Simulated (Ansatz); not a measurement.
One change: `CB(C)C` becomes `C[B](C)[AlH2]`.

Ansatz, PBE0-D4/def2-TZVP geometries, multiplicity 1. 

| property | `CB(C)C` |
| --- | --- |
| HOMO–LUMO gap (PBE/def2-TZVPP) / eV | 5.97 |
| HOMO energy (B3LYP/def2-TZVPP) / eV | -8.30 |
| HOMO energy (ωB97M-V/def2-TZVPP) / eV | -10.82 |
| size of the dipole moment (ωB97M-V/def2-TZVPP) / D | 0.08 |
| LUMO energy (PBE0/def2-TZVPP) / eV | -0.10 |
| LUMO energy (ωB97M-V/def2-TZVPP) / eV | 1.87 |

(1) What does the change do to each property? (Best estimate.)

## Answers

(1) Ansatz gave: 
| property | `C[B](C)[AlH2]` | shift |
| --- | --- | --- |
| HOMO–LUMO gap (PBE/def2-TZVPP) / eV | 3.43 | -2.54 |
| HOMO energy (B3LYP/def2-TZVPP) / eV | -6.57 | 1.73 |
| HOMO energy (ωB97M-V/def2-TZVPP) / eV | -8.84 | 1.98 |
| size of the dipole moment (ωB97M-V/def2-TZVPP) / D | 1.45 | 1.37 |
| LUMO energy (PBE0/def2-TZVPP) / eV | -1.41 | -1.31 |
| LUMO energy (ωB97M-V/def2-TZVPP) / eV | 0.15 | -1.72 |

With PBE0 the HOMO rises by 1.75 eV and the LUMO falls by 1.31 eV, so the gap narrows by about 3.06 eV. PBE moves the HOMO by 1.50 eV and ωB97M-V by 1.98 eV. Dipoles are sizes alone; their direction can turn.

B3LYP here is the variant with VWN-RPA as its local correlation; programs differ in this.
